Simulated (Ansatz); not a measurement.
The cluster Sn2Se2⁻. The state is a doublet with charge -1. Geometry PBE-D4/def2-SVP, that of the neutral singlet; atoms count from 1.

| atom | x (Å) | y (Å) | z (Å) |
| --- | --- | --- | --- |
| Sn1 | -0.977 | -1.407 | 0.227 |
| Sn2 | 1.316 | 1.023 | -0.458 |
| Se3 | -0.996 | 0.493 | -1.596 |
| Se4 | 0.658 | -0.109 | 1.827 |

In the def2 sets Sn takes a core potential; there is no spin–orbit coupling. The highest occupied level of the charge -1 doublet lies above zero (up to 0.06 eV). By energy differences its removal costs 1.37 eV (vertical, to the charge 0 singlet, at PBE0-D4/def2-TZVPD); a positive level beside a positive removal energy at the same level points to self-interaction error. The structure comes from a short search, and lower isomers may exist.

(1) Estimate the Mulliken populations from the PBE0/def2-TZVPD orbitals of Ansatz.

(2) Where does the spin sit?

(3) And the Mayer bond orders between bonded heavy atoms (over 0.3)?

## Answers

(1) 
```csv
atom,charge (e),spin (α − β)
Sn1,0.12,0.59
Sn2,0.12,0.59
Se3,-0.62,-0.09
Se4,-0.62,-0.09
```
Mulliken values and Mayer orders depend strongly on the basis. With diffuse functions, as here, like atoms can get unlike values, and bond orders can come out too low or too high.

(2) Summed by element: Sn 1.19, Se -0.19, of 1 unpaired in all. Largest on single atoms: Sn2 0.59, Sn1 0.59, Se3 -0.09.

(3) Sn1–Se3 0.94 (2.63 Å); Sn1–Se4 0.94 (2.63 Å); Sn2–Se3 0.94 (2.63 Å); Sn2–Se4 0.94 (2.63 Å).
